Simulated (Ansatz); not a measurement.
Ansatz (a first-principles code) input (PBE/3-21G): The .json file is the Basis Set Exchange's 3-21G.

Ansatz 0.2 input:
```yaml
crystal:
  periodic: [false, false, false]
  atoms:
    - {symbol: C, position_ang: [-1.97374600, -0.94679800, -0.09092200]}
    - {symbol: Si, position_ang: [-0.99111200, 0.66184200, -0.12650000]}
    - {symbol: O, position_ang: [0.48755000, 0.53491400, 0.47791800]}
    - {symbol: Si, position_ang: [1.85950400, -0.44178600, -0.12512400]}
    - {symbol: H, position_ang: [-1.45931700, -1.70028800, -0.69159300]}
    - {symbol: H, position_ang: [-2.05661700, -1.32977200, 0.92925500]}
    - {symbol: H, position_ang: [-2.98280400, -0.80606800, -0.49172600]}
    - {symbol: H, position_ang: [-1.03467200, 1.15063200, -1.54230300]}
    - {symbol: H, position_ang: [-1.76912600, 1.66856600, 0.66653900]}
    - {symbol: H, position_ang: [2.11365300, -1.24066300, 1.17527100]}
    - {symbol: H, position_ang: [2.97346600, 0.57829800, 0.19949700]}
basis:
  gaussian:
    orbitals: 3-21G.json
hamiltonian:
  xc: {name: PBE}
total_charge: -1
output: {forces: true}
```

Output:

```
Functional definition: PBE
integrals: 0.02 GiB planned
734 factors; their error is unknown
mean field: 0.12 GiB planned
mean field evaluation 1: about -18838.3324 eV, gradient 3.6e1 eV
mean field evaluation 2: about -18836.1883 eV, gradient 4.7e1 eV
mean field evaluation 4: about -18841.4566 eV, gradient 4.3e0 eV
mean field evaluation 8: about -18841.5018 eV, gradient 1.5e-2 eV
mean field evaluation 16: about -18841.4262 eV, gradient 5.1e-5 eV
integrals: 0.05 GiB planned
a density is far from that of the atoms, so the factors are made again for it
707 factors; integrals over basis functions are off by at most 4.0e-5 eV
mean field: 0.11 GiB planned
mean field -18841.42525387 eV, -692.4096069031 hartree, gradient 2.6e-5 eV, S^2 0.000000; 0 other end points of the search recorded, 0 dependent functions left out
the calculation of the forces begins
reference -18841.42528856 eV, -692.4096081778 hartree; 25, 25 occupied and 33, 33 virtual orbitals, 707 factors
Total energy: -18841.42528856 eV, -692.4096081778 hartree
Atom 0 at    -1.973746    -0.946798    -0.090922 Å, force    -0.399374    -0.205569    -0.057753 eV/Å
Atom 1 at    -0.991112     0.661842    -0.126500 Å, force    -1.720852     0.353415    -0.617399 eV/Å
Atom 2 at     0.487550     0.534914     0.477918 Å, force     1.778918     0.354334     1.311242 eV/Å
Atom 3 at     1.859504    -0.441786    -0.125124 Å, force     0.443695    -0.610090    -0.806517 eV/Å
Atom 4 at    -1.459317    -1.700288    -0.691593 Å, force     0.233847    -0.281593    -0.235897 eV/Å
Atom 5 at    -2.056617    -1.329772     0.929255 Å, force    -0.019479    -0.139173     0.375944 eV/Å
Atom 6 at    -2.982804    -0.806068    -0.491726 Å, force    -0.395520     0.050204    -0.159343 eV/Å
Atom 7 at    -1.034672     1.150632    -1.542303 Å, force    -0.189192     0.152267    -0.646085 eV/Å
Atom 8 at    -1.769126     1.668566     0.666539 Å, force    -0.374324     0.332775     0.267189 eV/Å
Atom 9 at     2.113653    -1.240663     1.175271 Å, force     0.193548    -0.283301     0.437071 eV/Å
Atom 10 at     2.973466     0.578298     0.199497 Å, force     0.448734     0.276732     0.131547 eV/Å
Dipole moment:    -1.230270     0.072576     0.071838 e Å
```

The dipole moment of an ion depends on the origin.

The geometry given is a B3LYP-D3(BJ)/def2-TZVP minimum.
